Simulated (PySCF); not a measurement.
# IrSCl, triplet: molecular constants

Method: UPBE0 in PySCF with Ir def2-TZVP with ECP60, S def2-TZVP, Cl def2-TZVP; scalar-relativistic core potentials, no spin–orbit coupling; density-fitted integrals.

The structure is a minimum.

Coordinates in bohr (charge 0 multiplicity 3):
```
Ir   -0.0674    0.0000   -0.5147
S    -3.4254    0.0000    1.3664
Cl    3.5032    0.0000    1.5163
```

```json
{
  "Point group": "Cs",
  "Bond lengths": "Ir–Cl 2.174 Å, Ir–S 2.037 Å",
  "Bond angles": "Cl–Ir–S 121.1°",
  "Enthalpy at 298.15 K above 0 K": "13.16 kJ/mol",
  "Heat capacity Cp at 298.15 K": "52.2 J/(mol K)",
  "Atomisation energy without zero-point energy": "743 kJ/mol",
  "Dipole moment": "1.38 D",
  "Rotational constants": "0.3198, 0.07449, 0.06042 cm⁻¹",
  "Entropy at 298.15 K and 1 bar (electronic part: spin only)": "319.7 J/(mol K)",
  "Rotational symmetry number": "1",
  "Highest occupied level (α)": "-7.11 eV",
  "Principal quadrupole moments (Buckingham, traceless) about the centre of mass": "-3.53, -0.22, 3.75 D Å",
  "Zero-point energy": "6.4 kJ/mol",
  "Spin squared ⟨S²⟩": "2.041",
  "Principal polarisabilities": "53.0, 60.9, 101.6 bohr³",
  "Lowest empty level (β)": "-4.48 eV"
}
```

Harmonic modes (masses in u: Ir 192.963, S 31.972, Cl 34.969):
```
symmetry  ω (cm⁻¹)  IR (km/mol)
      a'        89          2.0
      a'       415         30.7
      a'       558         13.6
```

Charges (e):
```
atom  Mulliken  Löwdin  polar tensor  spin (Mulliken)  Mayer order to Ir1
 Ir1      0.44   -0.22          0.69             1.25                   –
  S2     -0.16    0.17         -0.27             0.66                2.22
 Cl3     -0.28    0.06         -0.42             0.09                1.11
```

Mulliken populations on Ir1 (electrons outside its core potential): s 2.87, p 6.25, d 7.42, f 0.02.

Outer orbital energies (eV). α occupied: -11.27, -11.05, -10.33, -9.57, -8.24, -8.02, -7.56, -7.11; empty: -4.28, -1.78, 0.45, 1.79. β occupied: -12.28, -11.38, -10.41, -10.26, -9.35, -9.04, -7.47, -7.18; empty: -4.48, -3.72, -3.70, -1.23.

Formally Ir is in oxidation state +3, d6, with 2 unpaired electrons (the high-spin count would be 4). The Mulliken spin on Ir is 1.25. The polar-tensor charge on Ir, 0.69, is far below the formal one.

Only a few start shapes were tried, so a lower isomer may exist. Open d and f shells are described by one determinant, and the ground state may have another occupation or spin. No spin–orbit coupling is included, which matters more the heavier the element.

The final relaxation and frequency run took of the order of 12 core-minutes on a shared host.
